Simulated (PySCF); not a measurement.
**Spinor energies of Ar+ (argon, charge +1)**

Start: [Ne] 3s2 3p5; 3p1/2 filled at m_j = -1/2, +1/2; 3p3/2 filled at m_j = -1/2, +1/2, +3/2. Calculated with PySCF 2.14 in x2c-TZVPall-2c with one added diffuse shell each of s, p type (6s7p2d1f, 44 functions): generalised Hartree-Fock with the X2C-1e Hamiltonian and a Gaussian nucleus; one run each with spin-orbit coupling (SO) switched off, then screened by Boettger's factors. This is a chosen level, not necessarily the ground level.

```
spinor shell  electrons  ε, spin-free (eV)  ε, screened SO (eV)  weight of nominal j (screened SO)  rms radius, screened SO (bohr)
       1s1/2          2            -3254.7              -3254.7                              1.000                          0.0991
       2s1/2          2            -351.64              -351.62                              1.000                           0.446
       2p1/2          2            -274.46              -276.22                              0.993                           0.415
       3s1/2          2            -46.859              -46.850                              0.999                            1.48
       3p1/2          2            -28.467              -28.488                              0.637                            1.69
       3p3/2          3            -28.467              -28.465                              0.758                            1.69
```

Question: Where does 2p3/2 lie, and what is the 2p spin-orbit splitting (screened SO)?

Answer: At -273.56 eV, 2.661 eV above 2p1/2.

| quantity | spin-free | screened SO |
| --- | --- | --- |
| E (hartree) | -528.07422 | -528.07807 |
| M_J | 3/2 | 3/2 |
| ⟨J²⟩ | 3.761 | 3.761 |
| ⟨L²⟩ | 2.008 | 2.008 |
| ⟨S²⟩ | 0.753 | 0.753 |

Each row is a mean over spinors that exchange with the open shell spreads, by up to 3.845 eV (3s1/2).

Rows whose weight is well below 1 are mixtures of j = l ± 1/2: exchange outweighs spin-orbit coupling there, and the label is only the starting occupation.

Without spin-orbit coupling the j labels of p, d and f shells carry no meaning; the spin-free column gives the mean over the occupied spinors of each nl shell.
